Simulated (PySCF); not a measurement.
Compound: cyclo-(Cl2SiS)4.
Bonds: Si1–Cl2, Si1–Cl3, Si1–S4, Si1–S16, S4–Si5, Si5–Cl6, Si5–Cl7, Si5–S8, S8–Si9, Si9–Cl10, Si9–Cl11, Si9–S12, S12–Si13, Si13–Cl14, Si13–Cl15, Si13–S16.

The closed-shell ground state was solved at several levels (PySCF, density fitting, gas phase, non-relativistic). Isolated species at its PBE0-D3(BJ)/def2-SVP geometry (one conformer only). The dipole stays under 0.02 D at every level.

```tsv
level	basis functions	HOMO (eV)	LUMO (eV)	gap (eV)
B3LYP/def2-SVPD	420	-8.05	-1.77	6.28
B3LYP/pcSseg-1	384	-8.27	-1.86	6.41
```

Q: Estimate the row for PBE0/pcSseg-1, a basis of 384 functions; the other rows only guide the guess.

A: HOMO -8.60 eV, LUMO -1.75 eV, gap 6.85 eV.

Q: Over all these levels, which gives the widest orbital gap and which the narrowest?

A: PBE0/pcSseg-1 (global hybrid, 25 % exact exchange) has the widest, 6.85 eV, and B3LYP/def2-SVPD (global hybrid, 20 % exact exchange) the narrowest, 6.28 eV. Functional and basis both differ between the two, so the spread mixes both effects.
